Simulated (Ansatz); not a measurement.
Two structures of Si$_{2}$H$_{4}$OF$_{2}$, singlet, reached by relaxing down either side of one saddle point (PBE0-D4/def2-TZVP). Energies are electronic, without zero-point energy. Program: Ansatz 0.2.0. Basis: def2-TZVPP and def2-QZVPP. Cores are frozen in the correlated methods. Extrapolation: Hartree–Fock as exp(−7.88 √X), correlation as X^−2.97. First:

Si1  (-1.471, -1.549, 0.206)
F2  (0.011, -1.822, 0.848)
F3  (-1.104, -1.748, -1.365)
H4  (-1.350, 1.013, -0.450)
O5  (-0.799, 0.439, 0.089)
Si6  (0.862, 0.814, 0.157)
H7  (0.934, 2.236, -0.264)
H8  (1.297, 0.656, 1.556)
H9  (1.620, -0.040, -0.777)
(Å)

Second:

Si1  (-1.271, -0.909, 0.008)
F2  (-1.081, -1.702, 1.363)
F3  (-0.938, -1.922, -1.161)
H4  (-2.663, -0.471, -0.109)
O5  (-0.269, 0.336, -0.045)
Si6  (1.231, 1.013, -0.019)
H7  (1.062, 2.479, -0.143)
H8  (1.901, 0.683, 1.262)
H9  (2.028, 0.493, -1.156)
(Å)

(1) Which bonds change from the first to the second?

(2) Give the saddle point's structure and its height above each. (To be estimated.)

No T1 diagnostic of these runs exceeds 0.015. The restricted Hartree–Fock reference is unstable towards an unrestricted one at one or more of these structures.

Answers

(1) SiH₄O ([OH][SiH3]) + SiF₂ → Si₂H₄OF₂ ([F][SiH]([F])[O][SiH3]); bonds formed: Si1–H4; dative contacts that become bonds: Si1–O5; bonds broken: H4–O5.

(2) By the calculation: 27.56 kcal/mol above the first and 87.32 kcal/mol above the second (CCSD(T) at an estimated basis limit (MP2 extrapolated from triple and quadruple zeta, plus CCSD(T) − MP2 in triple zeta)).
```
9
angstrom
Si -1.4349 -1.1942 0.0167
F -0.4134 -2.0577 0.8982
F -1.4345 -1.9509 -1.3879
H -1.5724 0.4296 0.2446
O -0.4715 0.2954 -0.3159
Si 1.0298 0.9769 0.0618
H 1.0080 2.3738 -0.4259
H 1.2160 0.9450 1.5308
H 2.0727 0.1822 -0.6226
```

Losses and insertions of silylenes and their heavier kin drive the gas-phase chemistry of silicon and germanium vapour deposition.

Labels in which every atom is bracketed show which atoms are joined, not bond orders.

For scale, one of the runs: CCSD(T)/def2-TZVPP, 233 basis functions, launched by `ansatz run in.yaml --threads 4 --pin off --events-out ev --progress --plain --max-ram 9574MiB`. The run took 120 s on 4 CPU threads of an Arm Neoverse V2 (shared host), with 4.1 GiB of host memory at its peak.
